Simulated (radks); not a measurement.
Question: Cs IV, configuration [Kr] 4d10 5s2 5p4 (the NIST ground configuration). Method: scalar-relativistic Kohn-Sham, LB94 model potential, spin-polarised, spherical densities, finite nucleus; open shells are filled with parallel spins first (spin-orbit coupling, left out, can overturn this in heavy ions); Fermi nuclear charge, rms radius 4.8041 fm; computed with a radial shooting solver on a logarithmic mesh with Libxc functionals. Some entries of the table are withheld. Estimate them.

| orbital | occ. | eigenvalue (hartree) | <1/r> (bohr^-1) |
|---|---|---|---|
| 1s down | 1 | -1322.697 | 59.45 |
| 1s up | 1 | -1322.697 | 59.45 |
| 2s up | 1 | -209.1580 | 13.66 |
| 2s down | 1 | -209.1556 | 13.66 |
| 2p up | 3 | -187.9724 | 13.03 |
| 2p down | 3 | -187.9686 | 13.03 |
| 3s up | 1 | -44.83741 | 4.911 |
| 3s down | 1 | -44.83498 | 4.911 |
| 3p up | 3 | -37.99462 | 4.672 |
| 3p down | 3 | -37.99214 | 4.671 |
| 3d up | 5 | -27.91305 | 4.435 |
| 3d down | 5 | -27.91088 | 4.435 |
| 4s up | 1 | -9.50244 | 2.017 |
| 4s down | 1 | -9.49657 | 2.015 |
| 4p up | 3 | -7.32405 | 1.855 |
| 4p down | 3 | -7.32095 | 1.853 |
| 4d down | 5 | -4.14949 | (1) |
| 4d up | 5 | -4.14651 | (2) |
| 5s down | 1 | -2.23888 | 0.8105 |
| 5s up | 1 | -2.23708 | 0.7999 |
| 5p up | 3 | -1.69590 | (3) |
| 5p down | 1 | -1.68505 | (4) |

Answer: 
(1) 4d down <1/r> (bohr^-1): 1.590
(2) 4d up <1/r> (bohr^-1): 1.594
(3) 5p up <1/r> (bohr^-1): 0.6834
(4) 5p down <1/r> (bohr^-1): 0.6947
